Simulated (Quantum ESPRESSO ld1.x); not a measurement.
Task: Er58+, configuration [He] 2p6 3s2 (not the ground configuration). Calculated with ld1.x of Quantum ESPRESSO 7.5: Dirac Kohn-Sham, Wu-Cohen GGA, spin-unpolarised, spherical densities, point nucleus. Some entries of the table are withheld. Estimate them.

orbital,occ.,eigenvalue (eV),<1/r> (bohr^-1)
1s1/2,2,-62545.1,77.68
2s1/2,0,-14372.0,19.15
2p1/2,2,(1),19.06
2p3/2,4,(2),16.56
3s1/2,2,-5966.18,7.898
3p1/2,0,(3),(4)
3p3/2,0,(5),(6)
3d3/2,0,-5435.25,7.035
3d5/2,0,-5367.67,6.862
4f5/2,0,-2947.62,3.773
4f7/2,0,-2935.38,3.742

Result: 
(1) 2p1/2 eigenvalue (eV): -14027.0
(2) 2p3/2 eigenvalue (eV): -13055.2
(3) 3p1/2 eigenvalue (eV): -5846.60
(4) 3p1/2 <1/r> (bohr^-1): 7.837
(5) 3p3/2 eigenvalue (eV): -5579.12
(6) 3p3/2 <1/r> (bohr^-1): 7.143
